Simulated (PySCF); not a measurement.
Zn: ionisation energy

Zn [Ar] 3d10 4s2 (1S) → Zn⁺ [Ar] 3d10 4s1 (2S), as a difference of total energies. Calculation: PySCF 2.14, in Sapporo-DKH3-DZP-2012; scalar relativity by spin-free X2C-1e. Correlated levels: valence: [Ar] frozen. The calculations carry no spin-orbit coupling.

| method | ionisation energy (eV) | error (eV) |
| --- | --- | --- |
| UHF | 7.831 | -1.563 |
| PBE | 9.452 | +0.058 |
| TPSS | 9.229 | -0.165 |
| MP2 (valence) | 8.883 | -0.511 |
| SCS-MP2 (valence) | 8.908 | -0.486 |
| CCSD (valence) | 9.016 | -0.378 |
| CCSD(T) (valence) | 9.092 | -0.302 |

Reference: 9.394 eV (measured; NIST Atomic Spectra Database, ionization energies).

Errors of the correlated levels include the incompleteness of this basis and the frozen core.
